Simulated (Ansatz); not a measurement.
Species: H₃Ga, SMILES `[GaH3]` (charge 0, multiplicity 1).

Question: Give a relaxed geometry from PBE0-D4/def2-TZVP (Ansatz, a program for electronic structure).

Answer: the end point of this relaxation (outside a Z-matrix the atoms follow the SMILES, hydrogens last).
Bonds (Å): Ga1–H2 1.568, Ga1–H3 1.568, Ga1–H4 1.568. Angles (°): H2–Ga1–H3 120.0, H2–Ga1–H4 120.0, H3–Ga1–H4 120.0.
